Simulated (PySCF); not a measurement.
A structure optimised at B3LYP-D3(BJ)/def2-SVP, used in a PySCF frequency run:

```xyz
12

C      2.2396    -1.1028    -0.2578
C      1.6608     0.3014    -0.0344
Si    -0.1568     0.3169     0.3127
O     -0.4594    -0.5002     1.7093
F     -0.6991     1.8411     0.4443
Cl    -1.2363    -0.5212    -1.2472
H      2.0931    -1.7376     0.6298
H      1.7492    -1.6022    -1.1079
H      3.3193    -1.0610    -0.4687
H      2.1566     0.8020     0.8162
H      1.8350     0.9452    -0.9136
H     -1.3760    -0.6822     1.9492
```

Write its SMILES and formula.

CC[Si](O)(F)Cl, C₂H₆ClFOSi

What are its rotational constants (standard atomic weights)?

2.3977, 1.8861, 1.4817 GHz
